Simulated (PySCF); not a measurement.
The scaffold silaethenyl-X carries different groups X. Isolated molecules, 0 K electronic values unless said otherwise. One relaxed conformer stands for each flexible species; it need not be the lowest. Strings in code marks are SMILES.

The four lowest singlet excitations (Tamm–Dancoff). All values below come from PySCF with ωB97X-D3(BJ)/def2-TZVP // PBE0-D3(BJ)/def2-TZVP. Excitations are Tamm–Dancoff values on a coarser integration grid. The basis has no diffuse functions, so Rydberg states are missing or too high.

```
state  energy (eV)  wavelength (nm)  oscillator strength
-----  -----------  ---------------  -------------------
S1            4.43              280                0.001
S2            5.32              233                0.339
S3            6.62              187                0.056
S4            6.66              186                0.059
```

Task: Identify which member gives these states.
A) `C=[SiH][GeH3]`
B) `C=[SiH]C(N)=O` (C–Si–C–O torsion 180°)
C) `C=[SiH]C(F)F` (C–Si–C–F torsion 11°)
D) `C=[SiH]N`

Result: B, `C=[SiH]C(N)=O` (C–Si–C–O torsion 180°)
